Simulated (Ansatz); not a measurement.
One geometry of CH3F2Sn, SMILES `[CH3][Sn]([F])[F]` radical, several functionals.

```yaml
crystal:
  periodic: [false, false, false]
  atoms:
    - {symbol: C, position_ang: [-0.387430, 0.877481, -0.209173]}
    - {symbol: Sn, position_ang: [-0.127807, -1.111328, 0.640888]}
    - {symbol: F, position_ang: [1.629971, -1.077928, 1.432783]}
    - {symbol: F, position_ang: [0.173106, -2.256876, -0.880674]}
    - {symbol: H, position_ang: [-1.305649, 0.890006, -0.791851]}
    - {symbol: H, position_ang: [-0.413338, 1.601454, 0.601993]}
    - {symbol: H, position_ang: [0.492346, 1.009190, -0.839666]}
basis:
  gaussian: {orbitals: def2-TZVPP}
magnetization: {spin_polarized: true, initial_magnetization: 1}
hamiltonian: {xc: {name: r2SCAN0}, dispersion: d4}
output: {orbitals: {seedname: orbitals}}
```

```sh
$ ansatz run in.yaml --threads 4 --pin off --events-out ev --progress --plain --max-ram 10444MiB
```

Output, abridged:

```
Functional definition: r2SCAN0
1130 factors; their error is unknown
mean field evaluation 1: about -12343.9481 eV, gradient 4.9e1 eV
mean field evaluation 2: about -12332.3699 eV, gradient 7.6e1 eV
mean field evaluation 4: about -12352.9221 eV, gradient 4.4e0 eV
mean field evaluation 8: about -12353.0136 eV, gradient 7.3e-2 eV
mean field evaluation 16: about -12353.1077 eV, gradient 4.9e-4 eV
mean field -12353.10774322 eV, -453.9683363261 hartree, gradient 3.3e-5 eV, S^2 0.759987; 0 other end points of the search recorded, 0 dependent functions left out
reference -12353.10775537 eV, -453.9683367727 hartree; 25, 24 occupied and 160, 161 virtual orbitals, 1130 factors
Total energy: -12353.14085806 eV, -453.9695532742 hartree
```

It took 4.4 s on 4 threads of an Arm Neoverse V2 on a shared host, with 0.54 GiB of host memory at the peak.

The same input with `hamiltonian: {xc: {name: r2SCANh}, dispersion: d4}` (abridged; 4.6 s):

```
Functional definition: r2SCANh
mean field evaluation 16: about -12354.1398 eV, gradient 3.7e-3 eV
mean field -12354.13982570 eV, -454.0062646578 hartree, gradient 2.9e-5 eV, S^2 0.757879
Total energy: -12354.16953959 eV, -454.0073566230 hartree
```

The same input with `hamiltonian: {xc: {name: BHLYP}, dispersion: d4}` (abridged; 2.4 s):

```
Functional definition: BHLYP
mean field evaluation 16: about -12350.7839 eV, gradient 3.0e-4 eV
mean field -12350.78390276 eV, -453.8829367644 hartree, gradient 6.2e-5 eV, S^2 0.760196
Total energy: -12350.94663906 eV, -453.8889172130 hartree
```

With the line `hamiltonian: {xc: {name: wB97X-V}}` (abridged; 6.5 s):

```
Functional definition: wB97X-V
mean field evaluation 16: about -12352.6756 eV, gradient 8.0e-4 eV
mean field -12352.67556660 eV, -453.9524541285 hartree, gradient 1.2e-5 eV, S^2 0.757813
Total energy: -12352.67556491 eV, -453.9524540661 hartree
```

With the line `hamiltonian: {xc: {name: B3LYP}, dispersion: d4}` and forces (abridged; 2.7 s):

```
Functional definition: B3LYP
mean field evaluation 16: about -12357.5785 eV, gradient 3.6e-3 eV
mean field -12357.57845201 eV, -454.1326318439 hartree, gradient 4.7e-5 eV, S^2 0.754718
Total energy: -12357.77644873 eV, -454.1399080890 hartree
Atom 0 force    -0.025120     0.376786    -0.176648 eV/Å
Atom 1 force    -0.402919    -0.123007     0.316584 eV/Å
Atom 2 force     0.353781     0.017280     0.140582 eV/Å
Atom 3 force     0.070726    -0.211951    -0.308898 eV/Å
Atom 4 force     0.058483    -0.002202     0.041154 eV/Å
Atom 5 force    -0.001105    -0.049270    -0.051062 eV/Å
Atom 6 force    -0.053847    -0.007636     0.038286 eV/Å
Dipole moment:    -0.650969     0.552216     0.128506 e Å
```

Changing it to `hamiltonian: {xc: {name: revPBE}, dispersion: d4}` (abridged; 1.6 s):

```
Functional definition: revPBE
mean field evaluation 16: about -12354.5954 eV, gradient 1.2e-3 eV
mean field -12354.59543477 eV, -454.0230079823 hartree, gradient 2.9e-5 eV, S^2 0.752876
Total energy: -12354.93935378 eV, -454.0356467727 hartree
```

B3LYP takes the VWN-RPA correlation (the form of Gaussian; ORCA's B3LYP/G).
